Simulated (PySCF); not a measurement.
PySCF job for TeCl4, SMILES Cl[Te](Cl)(Cl)Cl, IEF-PCM-M06-2X/def2-SVP. Geometry: B3LYP-D3(BJ)/def2-SVP. The isomer is the one that the SMILES or the coordinates give; other isomers of the formula were not compared. The def2 effective core potentials stand for the cores of Te; spin–orbit coupling is left out.

```python
import numpy as np
from pyscf import gto, scf, dft
from pyscf.solvent import pcm

mol = gto.M(
    atom='''
    Te    0.00000000    0.00000000    0.42236704
    Cl    1.81775325    0.00000000   -1.09538191
    Cl    0.00000001    2.47211812    0.44940879
    Cl   -1.81775327    0.00000001   -1.09538190
    Cl    0.00000000   -2.47211813    0.44940878
    ''',
    basis='def2-SVP',
    ecp={'Te': 'def2-svp'},
    charge=0,
    spin=0,
    max_memory=1600,
    verbose=3,
)
mf = dft.RKS(mol, xc='m06-2x').density_fit(auxbasis='def2-universal-jkfit')
mf.grids.level = 4
mf.conv_tol = 1e-9
mf.max_cycle = 100
mf.kernel()
res = {}
for name, eps in {'water': 78.355, 'diethylether': 4.24, '2-propanol': 19.264}.items():
    s = mf.PCM()
    s.with_solvent.method, s.with_solvent.eps, s.with_solvent.lebedev_order = 'IEF-PCM', eps, 29
    s.kernel(mf.make_rdm1())
    res[name] = (s.e_tot, eps, s.dip_moment(), s.mo_energy, s.converged)
    print(f'{name}: electrostatic solvation free energy {(s.e_tot - mf.e_tot) * 627.509474:.3f} kcal/mol')
```

Log of the run:

```
converged SCF energy = -2108.13295091168

WARN: PCM is an experimental feature. It is still in testing.
Features and APIs may be changed in the future.

converged SCF energy = -2108.14350698315
Dipole moment(X, Y, Z, Debye):  0.00000,  0.00000,  1.72089
water: electrostatic solvation free energy -6.624 kcal/mol

WARN: PCM is an experimental feature. It is still in testing.
Features and APIs may be changed in the future.

converged SCF energy = -2108.1398605042
Dipole moment(X, Y, Z, Debye):  0.00000,  0.00000,  1.50090
diethylether: electrostatic solvation free energy -4.336 kcal/mol

WARN: PCM is an experimental feature. It is still in testing.
Features and APIs may be changed in the future.

converged SCF energy = -2108.14276991244
Dipole moment(X, Y, Z, Debye):  0.00000,  0.00000,  1.67317
2-propanol: electrostatic solvation free energy -6.162 kcal/mol
```

Self-consistency was reached.
